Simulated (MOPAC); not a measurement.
A run for MOPAC: PM3 on SiP+, 2S+1 = 3, a spin state set in the input, which need not be the lowest, a point of a bond scan (R = 2.349 Å). Charge +1.

```
PM3 1SCF PRECISE CHARGE=1 UHF MS=1 THREADS=1
PSi

Si     0.00000000 1     0.00000000 1     0.00000000 1
P      0.00000000 1     0.00000000 1     2.34933700 1
```

It printed:

```
*******************************************************************************
 **                                                                           **
 **                              MOPAC v23.2.5                                **
 **                                                                           **
 *******************************************************************************
 ** MOPAC's Digital Object Identifier: https://doi.org/10.5281/zenodo.6511958 **
 **                                                                           **
 ** Please cite the open-source release paper for use of this MOPAC version:  **
 ** J. E. Moussa and J. J. P. Stewart (2026)                                  **
 ** MOPAC: An open-source semiempirical molecular orbital program             **
 ** J. Open Source Softw., 11(119), 8025, https://doi.org/10.21105/joss.08025 **
 *******************************************************************************

                              PM3 CALCULATION RESULTS

 *******************************************************************************
 *  PM3        - The PM3 Hamiltonian to be used
 *  UHF        - UNRESTRICTED HARTREE-FOCK CALCULATION
 *
 *
 *
 *                 CHARGE ON SYSTEM = +1
 *
 *
 *
 *  MS=        - IN MECI, MAGNETIC COMPONENT OF SPIN =  1.0
 *  PRECISE    - TIGHTER CRITERIA TO BE USED
 *  1SCF       - DO 1 SCF AND THEN STOP
 *  THREADS=1  - MULTI-THREADING NOT USED
 *  T=         - A TIME OF 172800.0 SECONDS REQUESTED
 *  DUMP=N     - RESTART FILE WRITTEN EVERY 7200.0 SECONDS REQUESTED
 *******************************************************************************
PM3 1SCF PRECISE CHARGE=1 UHF MS=1 THREADS=1
 PSi

   ATOM   CHEMICAL          X               Y               Z
  NUMBER   SYMBOL      (ANGSTROMS)     (ANGSTROMS)     (ANGSTROMS)

     1      Si          0.00000000  *   0.00000000  *   0.00000000  *
     2       P          0.00000000  *   0.00000000  *   2.34933700  *



          CARTESIAN COORDINATES

    NO.       ATOM           X           Y           Z

     1        Si          0.0000      0.0000      0.0000
     2         P          0.0000      0.0000      2.3493

 Si: (PM3): J. J. P. STEWART, J. COMP. CHEM. 10, 209 (1989).
  P: (PM3): J. J. P. STEWART, J. COMP. CHEM. 10, 209 (1989).

           Empirical Formula: Si P  =     2 atoms



      MOLECULAR POINT GROUP   :   C*v


          UHF CALCULATION, NO. OF ALPHA ELECTRONS =    5
                           NO. OF BETA  ELECTRONS =    3

 -------------------------------------------------------------------------------
 PM3 1SCF PRECISE CHARGE=1 UHF MS=1 THREADS=1
 PSi



     1SCF WAS SPECIFIED, SO BFGS WAS NOT USED
     SCF FIELD WAS ACHIEVED


                              PM3 CALCULATION
                                                       MOPAC v23.2.5 Linux




          FINAL HEAT OF FORMATION =        296.17953 KCAL/MOL =    1239.21513 KJ/MOL


          COSMO AREA              =         99.45 SQUARE ANGSTROMS
          COSMO VOLUME            =         87.30 CUBIC ANGSTROMS

          IONIZATION POTENTIAL    =         12.755360 EV
          ALPHA SOMO LUMO (EV)    =        -13.236 -7.216
          BETA  SOMO LUMO (EV)    =        -12.755 -7.740
          NO. OF ALPHA ELECTRONS  =          5
          NO. OF BETA  ELECTRONS  =          3
          MOLECULAR WEIGHT        =         59.0593         POINT GROUP:  C*v

          MOLECULAR DIMENSIONS (Angstroms)

            Atom       Atom       Distance
            P     2   Si     1     2.34934
            P     2   Si     1     0.00000
           Si     1    P     2     0.00000


          SCF CALCULATIONS        =          1





   ATOM   CHEMICAL          X               Y               Z
  NUMBER   SYMBOL      (ANGSTROMS)     (ANGSTROMS)     (ANGSTROMS)

     1      Si          0.00000000  *   0.00000000  *   0.00000000  *
     2       P          0.00000000  *   0.00000000  *   2.34933700  *

                             CARTESIAN COORDINATES

   1   Si        0.000000000     0.000000000     0.000000000
   2    P        0.000000000     0.000000000     2.349337000


           Empirical Formula: Si P  =     2 atoms



      MOLECULAR POINT GROUP   :   C*v


          ALPHA EIGENVALUES
 -26.70236 -16.85800 -13.50297 -13.50297 -13.23580  -7.21631  -7.21631  -5.72734


           BETA EIGENVALUES
 -24.32224 -16.38094 -12.75536  -7.74047  -7.74047  -5.95047  -5.95047  -5.45050


              NET ATOMIC CHARGES AND DIPOLE CONTRIBUTIONS

  ATOM NO.   TYPE          CHARGE      No. of ELECS.   s-Pop       p-Pop
    1         Si           0.981399        3.0186     1.96873     1.04987
    2          P           0.018601        4.9814     1.94375     3.03765
 DIPOLE           X         Y         Z       TOTAL
 POINT-CHG.     0.000     0.000    -5.708     5.708
 HYBRID         0.000    -0.000     0.379     0.379
 SUM            0.000    -0.000    -5.329     5.329


          ATOMIC ORBITAL ELECTRON POPULATIONS

     Atom    s        px        py        pz
    1 Si   1.96873   0.18819   0.18819   0.67349
    2  P   1.94375   0.81181   0.81181   1.41403


                    (SZ)    =    1.000000
                    (S**2)  =    2.000420


          ATOMIC ORBITAL SPIN POPULATIONS

    Atom   Total    s     px     py     pz
         Atomic
    1 Si  0.3765 -0.002  0.188  0.188  0.002
    2  P  1.6235  0.006  0.812  0.812 -0.006

 **********************
 *                    *
 * JOB ENDED NORMALLY *
 *                    *
 **********************




 == MOPAC DONE ==
```

The run finished.

Cost: roughly 0.020 core-seconds.
